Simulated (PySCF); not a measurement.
# Working out the electron affinity of Ir

Ir⁻ [Xe] 4f14 5d8 6s2 (3F) → Ir [Xe] 4f14 5d7 6s2 (4F). Calculation: PySCF 2.14, in aug-cc-pVDZ-PP with ECP60MDF (5s5p4d2f, 54 functions); a scalar-relativistic core potential. Frozen: 5s2 5p6. Energies in hartree (1 hartree = 27.21139 eV):

```json
{"part": "UHF", "Ir⁻ (lower)": "-103.622883", "Ir (upper)": "-103.622435"}
{"part": "CCSD correlation", "Ir⁻ (lower)": "-0.256591", "Ir (upper)": "-0.208348"}
{"part": "(T)", "Ir⁻ (lower)": "-0.011986", "Ir (upper)": "-0.006797"}
```

Problem. What does Hartree-Fock give?

Solution. (-103.622435) − (-103.622883) = 0.000448 hartree = 0.012 eV.

Problem. What do CCSD and CCSD(T) give?

Solution. The CCSD correlation energies differ by 0.048243 hartree = 1.313 eV and the triples by 0.005189 hartree = 0.141 eV, so CCSD gives 1.325 eV and CCSD(T) 1.466 eV.

Reference: 1.564 eV (measured; photodetachment measurements, as compiled on the Wikipedia data page of electron affinities), between the lowest levels; spin-orbit coupling is absent from the calculation.

A double-zeta basis recovers only part of the correlation energy.

The coupled-cluster amplitudes are large, so a single reference is strained.

What remains against the reference includes basis incompleteness, the frozen core and higher excitations.
